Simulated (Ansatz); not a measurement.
Reaction (substitution at a C–In bond): `C=[C]([GeH3])[InH2]` + H₂Se → `C=[C]([GeH3])[SeH]` + `[InH3]`

Gas-phase electronic energies from Ansatz, PBE0-D4/def2-TZVP geometries. CCSD(T)/CBS is the MP2 limit (def2-TZVPP, def2-QZVPP) plus CCSD(T) − MP2 in def2-TZVPP, frozen cores. Functionals use def2-TZVPP. def2 core potentials past Kr. For Ge, In, Se outer-core shells are correlated without core-valence functions, which leaves a few kJ/mol of doubt a bond. Scalar relativity is left out up to krypton. Each species was taken in one conformer, which may not be the lowest.

Q: Is it downhill or uphill in electronic energy at CCSD(T)/CBS, and by how much? (An estimate is asked.)

A: The calculation gave: Uphill: ΔE = +31.6 kJ/mol.

Q: What do these levels give: PBE-D4, ωB97X-V, B2PLYP, MP2/def2-TZVPP, CCSD/def2-TZVPP, MP2/CBS(def2)? (An estimate is asked.)

A: The calculation gave: PBE-D4 18.6, ωB97X-V 23.3, B2PLYP 26.1, MP2/def2-TZVPP 29.2, CCSD/def2-TZVPP 29.0, MP2/CBS(def2) 32.0 kJ/mol.

Largest T1 diagnostic among the species: 0.014.
